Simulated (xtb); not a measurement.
AlGeH5O, SMILES [OH][AlH][GeH3]. All values are semi-empirical tight-binding results from xtb (GFN2-xTB unless named), good for trends rather than for accurate numbers. Coordinates come from a GFN2-xTB optimisation. The values are those of a single conformer.

Optimised geometry:

```xyz
8

Al    -1.2387     0.3882    -0.4443
Ge     0.7803    -0.6367     0.4252
H      1.2772    -1.9648    -0.0943
H      1.9958     0.2310     0.1676
H      0.9294    -0.8654     1.9118
H     -2.5970    -0.3233    -0.5027
O     -1.1642     1.9291    -0.9981
H     -1.1588     2.8181    -1.3286
```
Charge 0, spin multiplicity 1.

A frequency run showed that this geometry is not a minimum.

For metal compounds this method's bond lengths and energies can be far off.

Computed properties:
The orbital gap is 4.31 eV.

Computed atomic charges and the Wiberg bond orders between heavy atoms:
charges (e) Al1 0.38, Ge2 0.03, H3 -0.04, H4 -0.03, H5 -0.04, H6 -0.16, O7 -0.46, H8 0.32. Bond orders Al1–Ge2 0.80, Al1–O7 1.43.
